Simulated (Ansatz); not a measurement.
Molecular dynamics of BClFH5N2

The input (input.yaml):

```yaml
crystal:
  periodic: [false, false, false]
  atoms:
    - { symbol: B, position_ang: [0.014965, 0.069981, 0.101788] }
    - { symbol: "N", position_ang: [-0.004288, 0.044509, 1.651674] }
    - { symbol: H, position_ang: [-0.884468, -0.309835, 2.024585] }
    - { symbol: H, position_ang: [0.778975, -0.442421, 2.084404] }
    - { symbol: "N", position_ang: [1.22909, -0.127237, -0.562957] }
    - { symbol: H, position_ang: [2.071278, 0.280294, -0.18162] }
    - { symbol: H, position_ang: [1.211284, -0.052824, -1.57103] }
    - { symbol: F, position_ang: [-1.172009, -0.118919, -0.456982] }
    - { symbol: Cl, position_ang: [0.085266, 2.689283, 0.782878] }
    - { symbol: H, position_ang: [0.051208, 1.129466, 1.798357] }
basis:
  gaussian: { orbitals: "6-31G*" }
hamiltonian:
  xc: pbe0
md:
  timestep: 0.5
  n_steps: 200
  ensemble: nve
  temperature: 100.0
  initial_velocities: maxwell_boltzmann
  seed: 8664
```

Command:

```bash
$ ansatz run input.yaml --threads 2 --pin off --max-ram 3072MiB --backend cpu --events-out ev --progress --plain --runs-dir out
```

It starts at the highest image of a converged band. Of that band: The profile has 2 maxima (images 4, 8) with wells between them (image 7): this band takes more than one step, which may be the mechanism or a detour left from its start path. A vibrational analysis at the climbing image gives one clearly imaginary mode, 253i cm⁻¹: a first-order saddle point.

Output, in part (one step line in 3, the closing report, with atoms numbered from 0):

```
md step     0: t =     0.00 fs  T =   100.0 K  F+E_penalty+E_count = -18969.23079662 eV  E_kin = 0.103408 eV  conserved = -18969.12738862 eV  (26 SCF iters)
md step     3: t =     1.50 fs  T =    73.6 K  F+E_penalty+E_count = -18969.20276176 eV  E_kin = 0.076064 eV  conserved = -18969.12669761 eV  (23 SCF iters)
md step     6: t =     3.00 fs  T =    60.0 K  F+E_penalty+E_count = -18969.18866033 eV  E_kin = 0.062092 eV  conserved = -18969.12656848 eV  (23 SCF iters)
md step     9: t =     4.50 fs  T =    74.6 K  F+E_penalty+E_count = -18969.20438748 eV  E_kin = 0.077169 eV  conserved = -18969.12721810 eV  (30 SCF iters)
md step    12: t =     6.00 fs  T =    56.2 K  F+E_penalty+E_count = -18969.18482633 eV  E_kin = 0.058121 eV  conserved = -18969.12670512 eV  (24 SCF iters)
md step    15: t =     7.50 fs  T =    53.3 K  F+E_penalty+E_count = -18969.18170239 eV  E_kin = 0.055095 eV  conserved = -18969.12660778 eV  (23 SCF iters)
md step    18: t =     9.00 fs  T =    73.7 K  F+E_penalty+E_count = -18969.20343728 eV  E_kin = 0.076184 eV  conserved = -18969.12725357 eV  (30 SCF iters)
md step    21: t =    10.50 fs  T =    56.4 K  F+E_penalty+E_count = -18969.18502787 eV  E_kin = 0.058338 eV  conserved = -18969.12669009 eV  (23 SCF iters)
md step    24: t =    12.00 fs  T =    54.4 K  F+E_penalty+E_count = -18969.18284539 eV  E_kin = 0.056264 eV  conserved = -18969.12658144 eV  (22 SCF iters)
md step    27: t =    13.50 fs  T =    77.4 K  F+E_penalty+E_count = -18969.20729926 eV  E_kin = 0.080019 eV  conserved = -18969.12727984 eV  (30 SCF iters)
md step    30: t =    15.00 fs  T =    58.9 K  F+E_penalty+E_count = -18969.18772344 eV  E_kin = 0.060951 eV  conserved = -18969.12677209 eV  (23 SCF iters)
md step    33: t =    16.50 fs  T =    47.9 K  F+E_penalty+E_count = -18969.17613684 eV  E_kin = 0.049566 eV  conserved = -18969.12657115 eV  (22 SCF iters)
md step    36: t =    18.00 fs  T =    65.1 K  F+E_penalty+E_count = -18969.19449874 eV  E_kin = 0.067339 eV  conserved = -18969.12715940 eV  (23 SCF iters)
md step    39: t =    19.50 fs  T =    55.4 K  F+E_penalty+E_count = -18969.18404909 eV  E_kin = 0.057324 eV  conserved = -18969.12672510 eV  (23 SCF iters)
md step    42: t =    21.00 fs  T =    58.4 K  F+E_penalty+E_count = -18969.18697640 eV  E_kin = 0.060353 eV  conserved = -18969.12662383 eV  (23 SCF iters)
md step    45: t =    22.50 fs  T =    81.6 K  F+E_penalty+E_count = -18969.21164116 eV  E_kin = 0.084392 eV  conserved = -18969.12724925 eV  (30 SCF iters)
md step    48: t =    24.00 fs  T =    66.1 K  F+E_penalty+E_count = -18969.19509267 eV  E_kin = 0.068311 eV  conserved = -18969.12678188 eV  (23 SCF iters)
md step    51: t =    25.50 fs  T =    56.4 K  F+E_penalty+E_count = -18969.18494159 eV  E_kin = 0.058353 eV  conserved = -18969.12658823 eV  (23 SCF iters)
md step    54: t =    27.00 fs  T =    72.8 K  F+E_penalty+E_count = -18969.20238597 eV  E_kin = 0.075262 eV  conserved = -18969.12712419 eV  (24 SCF iters)
md step    57: t =    28.50 fs  T =    64.1 K  F+E_penalty+E_count = -18969.19310834 eV  E_kin = 0.066334 eV  conserved = -18969.12677398 eV  (23 SCF iters)
md step    60: t =    30.00 fs  T =    62.3 K  F+E_penalty+E_count = -18969.19102042 eV  E_kin = 0.064383 eV  conserved = -18969.12663705 eV  (23 SCF iters)
md step    63: t =    31.50 fs  T =    79.7 K  F+E_penalty+E_count = -18969.20953063 eV  E_kin = 0.082379 eV  conserved = -18969.12715148 eV  (23 SCF iters)
md step    66: t =    33.00 fs  T =    68.5 K  F+E_penalty+E_count = -18969.19766247 eV  E_kin = 0.070873 eV  conserved = -18969.12678969 eV  (23 SCF iters)
md step    69: t =    34.50 fs  T =    63.7 K  F+E_penalty+E_count = -18969.19247943 eV  E_kin = 0.065870 eV  conserved = -18969.12660935 eV  (23 SCF iters)
md step    72: t =    36.00 fs  T =    82.9 K  F+E_penalty+E_count = -18969.21279937 eV  E_kin = 0.085715 eV  conserved = -18969.12708468 eV  (24 SCF iters)
md step    75: t =    37.50 fs  T =    80.7 K  F+E_penalty+E_count = -18969.21028600 eV  E_kin = 0.083477 eV  conserved = -18969.12680909 eV  (24 SCF iters)
md step    78: t =    39.00 fs  T =    81.0 K  F+E_penalty+E_count = -18969.21039777 eV  E_kin = 0.083721 eV  conserved = -18969.12667681 eV  (24 SCF iters)
md step    81: t =    40.50 fs  T =    96.4 K  F+E_penalty+E_count = -18969.22677295 eV  E_kin = 0.099721 eV  conserved = -18969.12705156 eV  (30 SCF iters)
md step    84: t =    42.00 fs  T =    92.2 K  F+E_penalty+E_count = -18969.22217575 eV  E_kin = 0.095388 eV  conserved = -18969.12678767 eV  (30 SCF iters)
md step    87: t =    43.50 fs  T =    94.2 K  F+E_penalty+E_count = -18969.22403478 eV  E_kin = 0.097390 eV  conserved = -18969.12664455 eV  (24 SCF iters)
md step    90: t =    45.00 fs  T =   115.6 K  F+E_penalty+E_count = -18969.24653139 eV  E_kin = 0.119513 eV  conserved = -18969.12701841 eV  (30 SCF iters)
md step    93: t =    46.50 fs  T =   121.8 K  F+E_penalty+E_count = -18969.25269764 eV  E_kin = 0.125942 eV  conserved = -18969.12675532 eV  (30 SCF iters)
md step    96: t =    48.00 fs  T =   136.0 K  F+E_penalty+E_count = -18969.26726976 eV  E_kin = 0.140585 eV  conserved = -18969.12668500 eV  (29 SCF iters)
md step    99: t =    49.50 fs  T =   166.1 K  F+E_penalty+E_count = -18969.29872871 eV  E_kin = 0.171728 eV  conserved = -18969.12700067 eV  (29 SCF iters)
md step   102: t =    51.00 fs  T =   181.7 K  F+E_penalty+E_count = -18969.31472307 eV  E_kin = 0.187862 eV  conserved = -18969.12686084 eV  (29 SCF iters)
md step   105: t =    52.50 fs  T =   196.0 K  F+E_penalty+E_count = -18969.32955279 eV  E_kin = 0.202673 eV  conserved = -18969.12688016 eV  (26 SCF iters)
md step   108: t =    54.00 fs  T =   205.7 K  F+E_penalty+E_count = -18969.34002183 eV  E_kin = 0.212735 eV  conserved = -18969.12728710 eV  (28 SCF iters)
md step   111: t =    55.50 fs  T =   180.0 K  F+E_penalty+E_count = -18969.31291709 eV  E_kin = 0.186114 eV  conserved = -18969.12680337 eV  (28 SCF iters)
md step   114: t =    57.00 fs  T =   173.1 K  F+E_penalty+E_count = -18969.30557817 eV  E_kin = 0.179029 eV  conserved = -18969.12654896 eV  (24 SCF iters)
md step   117: t =    58.50 fs  T =   214.7 K  F+E_penalty+E_count = -18969.34904616 eV  E_kin = 0.221987 eV  conserved = -18969.12705934 eV  (29 SCF iters)
md step   120: t =    60.00 fs  T =   250.6 K  F+E_penalty+E_count = -18969.38627596 eV  E_kin = 0.259122 eV  conserved = -18969.12715411 eV  (29 SCF iters)
md step   123: t =    61.50 fs  T =   261.8 K  F+E_penalty+E_count = -18969.39781560 eV  E_kin = 0.270745 eV  conserved = -18969.12707023 eV  (30 SCF iters)
md step   126: t =    63.00 fs  T =   251.9 K  F+E_penalty+E_count = -18969.38759803 eV  E_kin = 0.260518 eV  conserved = -18969.12708046 eV  (29 SCF iters)
md step   129: t =    64.50 fs  T =   227.2 K  F+E_penalty+E_count = -18969.36153004 eV  E_kin = 0.234902 eV  conserved = -18969.12662832 eV  (23 SCF iters)
md step   132: t =    66.00 fs  T =   233.2 K  F+E_penalty+E_count = -18969.36787421 eV  E_kin = 0.241145 eV  conserved = -18969.12672956 eV  (23 SCF iters)
md step   135: t =    67.50 fs  T =   263.9 K  F+E_penalty+E_count = -18969.39981349 eV  E_kin = 0.272891 eV  conserved = -18969.12692267 eV  (30 SCF iters)
md step   138: t =    69.00 fs  T =   298.5 K  F+E_penalty+E_count = -18969.43548343 eV  E_kin = 0.308683 eV  conserved = -18969.12680061 eV  (29 SCF iters)
md step   141: t =    70.50 fs  T =   343.0 K  F+E_penalty+E_count = -18969.48183843 eV  E_kin = 0.354655 eV  conserved = -18969.12718387 eV  (28 SCF iters)
md step   144: t =    72.00 fs  T =   355.2 K  F+E_penalty+E_count = -18969.49470729 eV  E_kin = 0.367264 eV  conserved = -18969.12744280 eV  (29 SCF iters)
md step   147: t =    73.50 fs  T =   318.5 K  F+E_penalty+E_count = -18969.45598981 eV  E_kin = 0.329306 eV  conserved = -18969.12668370 eV  (29 SCF iters)
md step   150: t =    75.00 fs  T =   317.1 K  F+E_penalty+E_count = -18969.45451539 eV  E_kin = 0.327905 eV  conserved = -18969.12661056 eV  (23 SCF iters)
md step   153: t =    76.50 fs  T =   362.1 K  F+E_penalty+E_count = -18969.50170463 eV  E_kin = 0.374481 eV  conserved = -18969.12722359 eV  (29 SCF iters)
md step   156: t =    78.00 fs  T =   387.6 K  F+E_penalty+E_count = -18969.52799052 eV  E_kin = 0.400818 eV  conserved = -18969.12717292 eV  (29 SCF iters)
md step   159: t =    79.50 fs  T =   384.5 K  F+E_penalty+E_count = -18969.52481357 eV  E_kin = 0.397635 eV  conserved = -18969.12717892 eV  (28 SCF iters)
md step   162: t =    81.00 fs  T =   354.8 K  F+E_penalty+E_count = -18969.49376484 eV  E_kin = 0.366869 eV  conserved = -18969.12689564 eV  (30 SCF iters)
md step   165: t =    82.50 fs  T =   335.4 K  F+E_penalty+E_count = -18969.47330629 eV  E_kin = 0.346844 eV  conserved = -18969.12646188 eV  (23 SCF iters)
md step   168: t =    84.00 fs  T =   370.4 K  F+E_penalty+E_count = -18969.50994294 eV  E_kin = 0.383016 eV  conserved = -18969.12692720 eV  (29 SCF iters)
md step   171: t =    85.50 fs  T =   410.5 K  F+E_penalty+E_count = -18969.55185161 eV  E_kin = 0.424534 eV  conserved = -18969.12731755 eV  (28 SCF iters)
md step   174: t =    87.00 fs  T =   409.3 K  F+E_penalty+E_count = -18969.55056236 eV  E_kin = 0.423268 eV  conserved = -18969.12729416 eV  (28 SCF iters)
md step   177: t =    88.50 fs  T =   379.1 K  F+E_penalty+E_count = -18969.51893213 eV  E_kin = 0.392069 eV  conserved = -18969.12686301 eV  (28 SCF iters)
md step   180: t =    90.00 fs  T =   377.7 K  F+E_penalty+E_count = -18969.51720326 eV  E_kin = 0.390527 eV  conserved = -18969.12667674 eV  (26 SCF iters)
md step   183: t =    91.50 fs  T =   421.5 K  F+E_penalty+E_count = -18969.56322221 eV  E_kin = 0.435895 eV  conserved = -18969.12732701 eV  (28 SCF iters)
md step   186: t =    93.00 fs  T =   434.1 K  F+E_penalty+E_count = -18969.57649269 eV  E_kin = 0.448929 eV  conserved = -18969.12756401 eV  (29 SCF iters)
md step   189: t =    94.50 fs  T =   380.4 K  F+E_penalty+E_count = -18969.52025338 eV  E_kin = 0.393336 eV  conserved = -18969.12691745 eV  (30 SCF iters)
md step   192: t =    96.00 fs  T =   334.1 K  F+E_penalty+E_count = -18969.47189343 eV  E_kin = 0.345527 eV  conserved = -18969.12636644 eV  (23 SCF iters)
md step   195: t =    97.50 fs  T =   356.8 K  F+E_penalty+E_count = -18969.49585370 eV  E_kin = 0.368935 eV  conserved = -18969.12691871 eV  (30 SCF iters)
md step   198: t =    99.00 fs  T =   392.4 K  F+E_penalty+E_count = -18969.53304811 eV  E_kin = 0.405766 eV  conserved = -18969.12728180 eV  (28 SCF iters)
md step   200: t =   100.00 fs  T =   396.8 K  F+E_penalty+E_count = -18969.53770365 eV  E_kin = 0.410310 eV  conserved = -18969.12739371 eV  (28 SCF iters)
Total energy: -18969.53772439 eV, -697.1176533568 hartree
Atom 0 at    -0.061572    -0.299811     0.085367 Å, force     0.241148    -0.282869     0.855533 eV/Å
Atom 1 at    -0.132526    -0.135853     1.508074 Å, force    -0.344873     0.013452     0.890876 eV/Å
Atom 2 at    -0.955813    -0.518740     1.983787 Å, force     0.445126     0.281010    -0.338046 eV/Å
Atom 3 at     0.693411    -0.242278     2.094699 Å, force    -0.231341     0.085853    -0.328767 eV/Å
Atom 4 at     1.118612    -0.167740    -0.631392 Å, force    -0.686863    -0.260713    -1.647001 eV/Å
Atom 5 at     1.983635     0.127737    -0.268104 Å, force     0.988659     0.413872     0.372803 eV/Å
Atom 6 at     1.039135    -0.141099    -1.649935 Å, force     0.306453    -0.007788     0.596073 eV/Å
Atom 7 at    -1.182977    -0.613787    -0.548522 Å, force    -0.728904    -0.057020    -0.444418 eV/Å
Atom 8 at     0.225598     3.138449     0.939030 Å, force    -0.050639    -0.036095     0.101849 eV/Å
Atom 9 at    -0.122689     1.944433     1.350410 Å, force     0.061234    -0.149701    -0.058901 eV/Å
Dipole moment:     0.312558    -0.545278     0.208530 e Å
```

All steps were run. The conserved energy stayed within 0.11 meV per atom of its start (net change -0.0005 meV per atom), so the integration is sound. The kinetic energy rose, since the run started high on the potential surface and went downhill. It ends in pieces (BFH4N2 + ClH), so much of that is their flight and rotation, not heat. A run of 0.1 ps of so small a system gives no equilibrium averages. The orbitals stay closed-shell, which can raise the energy where a bond breaks towards radicals; this wasn't checked here.

Between its relaxed ends the band would form B1–Cl9, N2–H10 and break Cl9–H10. These pairs go: B1–Cl9 2.71 → 3.55 Å, N2–H10 1.10 → 2.09 Å, Cl9–H10 1.86 → 1.31 Å. In the last frame they stand as before the step (other bonds may differ from the relaxed reactants and products). It ends as BFH4N2 + ClH. Pairs count as bonded within 1.25 times the sum of covalent radii (0.12 Å more for H–H).

Last frame:

```xyz
10
Properties=species:S:1:pos:R:3
B -0.062 -0.300 0.085
N -0.133 -0.136 1.508
H -0.956 -0.519 1.984
H 0.693 -0.242 2.095
N 1.119 -0.168 -0.631
H 1.984 0.128 -0.268
H 1.039 -0.141 -1.650
F -1.183 -0.614 -0.548
Cl 0.226 3.138 0.939
H -0.123 1.944 1.350
```

Time of the run: 6.6 min on 2 threads of Intel(R) Xeon(R) Platinum 8488C (Sapphire Rapids), with other jobs on the host, peak memory 0.2 GiB.
